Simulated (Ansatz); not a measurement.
```yaml
crystal:
  periodic: [false, false, false]
  atoms:
    - {symbol: O, position_ang: [-1.137107, 0.425121, 0.850714]}
    - {symbol: Mo, position_ang: [0.238899, -0.292582, -0.158486]}
    - {symbol: F, position_ang: [1.411277, -1.245480, 0.886533]}
    - {symbol: S, position_ang: [-0.600718, -1.551563, -1.604834]}
    - {symbol: S, position_ang: [1.268113, 1.248529, -1.131131]}
    - {symbol: H, position_ang: [-1.138365, 1.351976, 1.111003]}
basis:
  gaussian: {orbitals: def2-SVPD}
hamiltonian: {xc: {name: r2SCANh}, dispersion: d4}
```

```sh
$ ansatz run in.yaml --threads 4 --pin off --events-out ev --progress --plain --max-ram 10444MiB
```

Output, abridged:

```
Functional definition: r2SCANh
1280 factors; their error is unknown
mean field evaluation 1: about -28291.3600 eV, gradient 6.2e1 eV
mean field evaluation 2: about -28217.2444 eV, gradient 2.0e2 eV
mean field evaluation 4: about -28295.0822 eV, gradient 3.6e1 eV
mean field evaluation 8: about -28298.0724 eV, gradient 1.3e0 eV
mean field evaluation 16: about -28298.1459 eV, gradient 5.0e-4 eV
mean field -28298.14587106 eV, -1039.9376795893 hartree, gradient 3.5e-5 eV, S^2 0.000000; 0 other end points of the search recorded, 0 dependent functions left out
reference -28298.14588913 eV, -1039.9376802532 hartree; 32, 32 occupied and 110, 110 virtual orbitals, 1280 factors
Total energy: -28298.20075678 eV, -1039.9396966023 hartree
```

It took 4.4 s on 4 threads of an Arm Neoverse V1 on a shared host, with 0.41 GiB of host memory at the peak.
